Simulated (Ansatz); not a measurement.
Species: H₃ClO₃Sn, SMILES `[OH][Sn]([OH])([OH])[Cl]` (charge 0, multiplicity 1).

Give a relaxed geometry from r2SCAN-D4/def2-TZVP in Ansatz (an electronic-structure program).

This is not unique; one that fits is the end point of this relaxation, one of several conformers (outside a Z-matrix the atoms follow the SMILES, hydrogens last).
Z-matrix (Å, degrees):
```
Sn
O 1 1.9485
H 2 0.9656 1 111.20
O 1 1.9485 2 109.14 3 7.77
H 4 0.9656 1 111.23 2 127.74
O 1 1.9485 2 109.23 3 127.12
H 6 0.9656 1 111.21 2 7.74
Cl 1 2.3016 2 109.76 3 -112.58
```
